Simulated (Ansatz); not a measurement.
A nudged elastic band was laid between two geometries of FH6OPSi2 (11 atoms, charge 0, multiplicity 1).

Theory: RKS PBE0/STO-3G in Ansatz 0.2.0.

| Item | Value |
| --- | --- |
| movable images | 5 |
| climbing image | yes |
| spring | 5.0 eV/Å² |
| optimiser | quadratic models (default) |
| start path | through a guess of the saddle point |
| force threshold | 0.03 eV/Å |
| iteration limit | 60 |
| end points | relaxed |

First end point:

```xyz
11
Properties=species:S:1:pos:R:3
F -1.667 1.114 1.715
Si -0.976 1.949 0.485
O 0.257 1.001 -0.215
P -0.408 -0.446 -0.940
Si 0.975 -1.928 -0.013
H -2.013 2.319 -0.463
H -0.311 3.131 0.991
H 0.373 -0.355 -2.119
H 0.933 -3.150 -0.783
H 0.560 -2.230 1.335
H 2.342 -1.462 0.027
```

Last end point:

```xyz
11
Properties=species:S:1:pos:R:3
F -1.090 1.460 1.912
Si -0.829 2.035 0.398
O 0.156 0.937 -0.459
P -0.664 -0.594 -0.671
Si 0.971 -1.930 0.040
H -2.116 2.259 -0.239
H -0.072 3.269 0.453
H -0.285 -0.743 -2.028
H 2.274 -1.510 -0.422
H 0.726 -3.268 -0.446
H 0.994 -1.972 1.482
```

(1) What changes between the two ends?

(2) Give the energies along the band, and the barrier.

(3) What is the geometry of the highest image?

Answers

(1) No bond is made or broken. The dihedral O3–P4–Si5–H11 goes from -41 to 81°. The two ends are copies of one structure, up to a mirror image or an exchange of like atoms.

(2) The run converged. The highest image is number 3 of 0 to 6, 3.6 kJ/mol above the ends, which have the same energy within 2 meV. A vibrational analysis at the climbing image gives one clearly imaginary mode, 92i cm⁻¹: a first-order saddle point. Limits of this set-up: minimal basis.

```json
{"image": "0", "path coordinate (Å)": "0.00", "energy (kJ/mol)": "0.0", "dihedral O3–P4–Si5–H11 (°)": "-41"}
{"image": "1", "path coordinate (Å)": "0.75", "energy (kJ/mol)": "0.8", "dihedral O3–P4–Si5–H11 (°)": "-24"}
{"image": "2", "path coordinate (Å)": "1.50", "energy (kJ/mol)": "2.6", "dihedral O3–P4–Si5–H11 (°)": "-4"}
{"image": "3", "path coordinate (Å)": "2.25", "energy (kJ/mol)": "3.6", "dihedral O3–P4–Si5–H11 (°)": "18"}
{"image": "4", "path coordinate (Å)": "3.02", "energy (kJ/mol)": "2.7", "dihedral O3–P4–Si5–H11 (°)": "40"}
{"image": "5", "path coordinate (Å)": "3.79", "energy (kJ/mol)": "0.9", "dihedral O3–P4–Si5–H11 (°)": "61"}
{"image": "6", "path coordinate (Å)": "4.55", "energy (kJ/mol)": "0.0", "dihedral O3–P4–Si5–H11 (°)": "81"}
```

(3) 
```xyz
11
Properties=species:S:1:pos:R:3
F -1.017 1.180 1.869
Si -0.807 1.962 0.443
O 0.191 1.014 -0.564
P -0.583 -0.506 -0.952
Si 0.865 -1.889 0.049
H -2.114 2.226 -0.135
H -0.086 3.201 0.648
H 0.051 -0.621 -2.211
H 1.742 -2.543 -0.894
H 0.147 -2.916 0.767
H 1.676 -1.166 1.001
```

Run time: 3.2 min on 1 thread of Arm Neoverse V1, with other jobs on the host, peak memory 0.12 GiB.
